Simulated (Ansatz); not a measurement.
```yaml
crystal:
  periodic: [false, false, false]
  atoms:
    - {symbol: Na, position_ang: [-2.218780, 0.755036, -0.463077]}
    - {symbol: Na, position_ang: [0.924210, -2.000517, 0.911161]}
    - {symbol: Na, position_ang: [1.453804, 1.475281, -0.363784]}
    - {symbol: Br, position_ang: [2.917292, -0.260074, 1.089400]}
    - {symbol: Br, position_ang: [-0.778015, 2.980963, -0.496894]}
    - {symbol: Br, position_ang: [-0.363860, -1.187785, -1.558691]}
    - {symbol: Br, position_ang: [-1.934651, -1.762904, 0.881875]}
basis:
  gaussian: {orbitals: def2-TZVP, initial_orbitals: start.molden}
magnetization: {spin_polarized: true, initial_magnetization: 1}
hamiltonian: {xc: pbe0, dispersion: d4}
scf: {omitted_lower_state_checks: [starts]}
output: {orbitals: {seedname: orbitals}}
```

The file start.molden holds the orbitals of an earlier run on this structure, at another level or in another basis.

```sh
$ ansatz run in.yaml --threads 4 --pin off --events-out ev --progress --plain --max-ram 4787MiB
```

**Question.** Does this run fit into the memory that it is given?

**Answer.** No. It has 288 basis functions, and Ansatz plans for 5.05 GiB where 4.67 GiB are given.
